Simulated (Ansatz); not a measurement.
Geometry optimisation, RKS B3LYP/def2-SVP in Ansatz 0.2.0.

The input (input.yaml):

```yaml
crystal:
  periodic: [false, false, false]
  atoms:
    - { symbol: Hf, position_ang: [0.0, 0.0, 0.0] }
    - { symbol: "N", position_ang: [0.0, 0.0, 2.56] }
    - { symbol: H, position_ang: [-0.877, -0.2713, 3.09] }
    - { symbol: H, position_ang: [0.877, 0.2713, 3.09] }
    - { symbol: O, position_ang: [1.952, 0.0, -0.6893] }
    - { symbol: H, position_ang: [2.2684, -0.9521, -0.806] }
    - { symbol: Cl, position_ang: [-1.1869, 2.0563, -0.8392] }
    - { symbol: O, position_ang: [-0.975, -1.6891, -0.6893] }
    - { symbol: H, position_ang: [-1.4296, -2.1548, 0.0831] }
    - { symbol: Cl, position_ang: [1.0572, 2.4585, 0.8892] }
    - { symbol: H, position_ang: [0.5567, 1.2946, 2.2106] }
basis:
  gaussian: { orbitals: def2-SVP }
hamiltonian:
  xc: b3lyp
relax:
  f_tol: 0.15
  max_steps: 25
  restrain:
    - { distance: [0, 9], at: 2.52, k: 30.0 }
    - { distance: [10, 1], at: 1.06, k: 30.0 }
    - { distance: [0, 1], at: 3.41, k: 30.0 }
    - { distance: [10, 9], at: 2.57, k: 30.0 }
```

Run as:

```bash
$ ansatz run input.yaml --threads 4 --pin off --max-ram 5120MiB --backend cpu --events-out ev --progress --plain --runs-dir out
```

Q: Where does it end, and by what steps?

A: The forces met the threshold. The restraints hold the end off the free minimum. After 18 steps the energy has fallen by 4.475 eV (the restraints' own energy left out); Cl7 moved furthest, 2.06 Å. Parted: Hf1–N2. Joined: N2–H11.

```json
{"step": "0", "energy less start (eV)": "0.0000", "largest force component (eV/Å)": "2.636", "accepted": "yes"}
{"step": "1", "energy less start (eV)": "-0.1684", "largest force component (eV/Å)": "4.468", "accepted": "yes"}
{"step": "2", "energy less start (eV)": "-0.7430", "largest force component (eV/Å)": "3.893", "accepted": "yes"}
{"step": "3", "energy less start (eV)": "-1.8586", "largest force component (eV/Å)": "3.442", "accepted": "yes"}
{"step": "4", "energy less start (eV)": "-2.7016", "largest force component (eV/Å)": "3.708", "accepted": "yes"}
{"step": "5", "energy less start (eV)": "-3.3887", "largest force component (eV/Å)": "1.770", "accepted": "yes"}
{"step": "6", "energy less start (eV)": "-3.7472", "largest force component (eV/Å)": "1.021", "accepted": "yes"}
{"step": "7", "energy less start (eV)": "-3.9885", "largest force component (eV/Å)": "1.036", "accepted": "yes"}
{"step": "8", "energy less start (eV)": "-4.1252", "largest force component (eV/Å)": "0.781", "accepted": "yes"}
{"step": "9", "energy less start (eV)": "-4.2055", "largest force component (eV/Å)": "0.733", "accepted": "yes"}
{"step": "10", "energy less start (eV)": "-4.2509", "largest force component (eV/Å)": "0.742", "accepted": "yes"}
{"step": "11", "energy less start (eV)": "-4.2961", "largest force component (eV/Å)": "0.772", "accepted": "yes"}
{"step": "12", "energy less start (eV)": "-4.3370", "largest force component (eV/Å)": "0.791", "accepted": "yes"}
{"step": "13", "energy less start (eV)": "-4.3831", "largest force component (eV/Å)": "0.863", "accepted": "yes"}
{"step": "14", "energy less start (eV)": "-4.4075", "largest force component (eV/Å)": "0.848", "accepted": "yes"}
{"step": "15", "energy less start (eV)": "-4.4097", "largest force component (eV/Å)": "1.069", "accepted": "yes"}
{"step": "16", "energy less start (eV)": "-4.4738", "largest force component (eV/Å)": "0.856", "accepted": "yes"}
{"step": "17", "energy less start (eV)": "-4.4634", "largest force component (eV/Å)": "1.017", "accepted": "no"}
{"step": "18", "energy less start (eV)": "-4.4754", "largest force component (eV/Å)": "0.837", "accepted": "yes"}
```

```xyz
11
Properties=species:S:1:pos:R:3
Hf -0.029 0.545 -0.475
N 0.482 -0.146 2.813
H -0.211 -0.558 3.439
H 1.402 -0.362 3.201
O 1.686 -0.281 -0.642
H 2.453 -0.855 -0.716
Cl -0.523 1.343 -2.656
O -1.456 -0.680 -0.111
H -1.922 -1.454 0.213
Cl -0.004 2.577 0.966
H 0.365 0.885 2.868
```

Time of the run: 23 s on 4 threads of AMD EPYC 9R45 96-Core Processor (Zen 5), with other jobs on the host, peak memory 0.39 GiB.
